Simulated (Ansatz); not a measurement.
Reaction: SiO2 (SMILES O=[Si]=O) + H+ → HSiO2+ (SMILES [OH+]=[Si]=O)
Each species at its own B3LYP-D3(BJ)/def2-TZVP minimum (Ansatz, a first-principles code), one conformer.

Quantity: proton affinity (electronic), positive where energy is released, in kcal/mol. UHF or UKS for unpaired electrons; spin-orbit terms are left out. CBS(X,Y): correlation extrapolated as X^-3, Hartree-Fock from the larger set (Q,5: extrapolated as (X+1)exp(-9√X)). A bracket is a step between two methods taken in the basis named. Functionals run without relativity, which enters their misses. 'core' is core correlation in cc-pwCVTZ (1s frozen past Ne), 'X2C' scalar relativity in cc-pVTZ-DK, both at CCSD(T). The T1 diagnostic of O2Si (O=[Si]=O, singlet) reaches 0.027 in the sets run. The T1 diagnostic of HO2Si+ (O=[Si]=[OH+], singlet) reaches 0.026 in the sets run.

CCSD(T)/CBS(cc-pV(Q+d)Z,cc-pV(5+d)Z) + [CCSDT(Q) - CCSD(T)]/cc-pV(T+d)Z + core + X2C (Ansatz) gives 167.9 kcal/mol.

Q: How far off this value is PBE/def2-TZVPD (Ansatz), in which direction, and which of these levels come nearer: PBE0/def2-TZVPD, CCSD(T)/CBS(cc-pV(Q+d)Z,cc-pV(5+d)Z) + core + X2C?

A: PBE gives 166.0 kcal/mol, 1.9 kcal/mol below it. Differences of the others: PBE0/def2-TZVPD (Ansatz) 1.3; CCSD(T)/CBS(cc-pV(Q+d)Z,cc-pV(5+d)Z) + core + X2C (Ansatz) 0.3 kcal/mol. Nearer than PBE: PBE0/def2-TZVPD, CCSD(T)/CBS(cc-pV(Q+d)Z,cc-pV(5+d)Z) + core + X2C.
